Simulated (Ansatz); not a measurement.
Born–Oppenheimer molecular dynamics of BH9N3P (14 atoms, charge 0, multiplicity 1). It starts at the highest image of a converged band. Of that band: The profile has 3 maxima (images 1, 4, 6) with wells between them (images 3, 5): this band takes more than one step, which may be the mechanism or a detour left from its start path. Neighbouring images differ by up to 1.7 eV, so the band resolves the path poorly. A vibrational analysis at the climbing image gives one clearly imaginary mode, 522i cm⁻¹: a first-order saddle point.

Level of theory: RKS PBE0-D4/def2-SVP in Ansatz.

| Quantity | Value |
| --- | --- |
| ensemble | NVE (velocity Verlet) |
| time step | 0.5 fs |
| steps asked | 200 |
| starting velocities drawn for | 300 K |
| seed | 8970 |

First frame:

```xyz
14
Properties=species:S:1:pos:R:3
B -0.045 0.007 0.037
N -0.101 -0.140 1.602
H -0.785 -0.832 1.919
H 0.808 -0.334 2.027
N 1.268 0.020 -0.519
H 1.339 0.156 -1.521
H 1.973 0.578 -0.055
N -1.184 -0.519 -0.641
H -2.100 -0.317 -0.259
H -1.208 -0.421 -1.649
P -0.780 2.598 0.472
H -2.094 2.454 1.037
H -0.264 3.229 1.656
H -0.416 0.895 1.736
```

(1) How far do the bonds stretch over the last three quarters of this one trajectory? (Pairs bonded in most of those frames.)

Results:

(1) 
```json
{"bond": "B1–N2", "mean (Å)": "1.721", "spread (Å)": "0.050", "shortest": "1.62", "longest": "1.83"}
{"bond": "B1–N5", "mean (Å)": "1.502", "spread (Å)": "0.023", "shortest": "1.47", "longest": "1.55"}
{"bond": "B1–N8", "mean (Å)": "1.503", "spread (Å)": "0.024", "shortest": "1.46", "longest": "1.55"}
{"bond": "B1–P11", "mean (Å)": "2.112", "spread (Å)": "0.231", "shortest": "1.84", "longest": "2.61"}
{"bond": "N2–H3", "mean (Å)": "1.024", "spread (Å)": "0.014", "shortest": "1.00", "longest": "1.05"}
{"bond": "N2–H4", "mean (Å)": "1.024", "spread (Å)": "0.006", "shortest": "1.01", "longest": "1.04"}
{"bond": "N2–H14", "mean (Å)": "1.023", "spread (Å)": "0.012", "shortest": "1.00", "longest": "1.05"}
{"bond": "N5–H6", "mean (Å)": "1.019", "spread (Å)": "0.010", "shortest": "1.00", "longest": "1.04"}
{"bond": "N5–H7", "mean (Å)": "1.016", "spread (Å)": "0.014", "shortest": "0.99", "longest": "1.04"}
{"bond": "N8–H9", "mean (Å)": "1.018", "spread (Å)": "0.011", "shortest": "1.00", "longest": "1.04"}
{"bond": "N8–H10", "mean (Å)": "1.017", "spread (Å)": "0.006", "shortest": "1.00", "longest": "1.03"}
{"bond": "P11–H12", "mean (Å)": "1.439", "spread (Å)": "0.030", "shortest": "1.39", "longest": "1.49"}
{"bond": "P11–H13", "mean (Å)": "1.439", "spread (Å)": "0.014", "shortest": "1.41", "longest": "1.46"}
```

Pairs bonded in part of these frames only: B1–P11 81 %.

Mean temperature of the second half: 475 K. The conserved energy stayed within 0.13 meV per atom of its start (net change 0.082 meV per atom), so the integration is sound. The kinetic energy rose, since the run started high on the potential surface and went downhill. A run of 0.1 ps of so small a system gives no equilibrium averages. The orbitals stay closed-shell, which can raise the energy where a bond breaks towards radicals; this wasn't checked here.

The run took 5.5 min on 4 threads of Arm Neoverse V2, with other jobs on the host, peak memory 0.28 GiB.
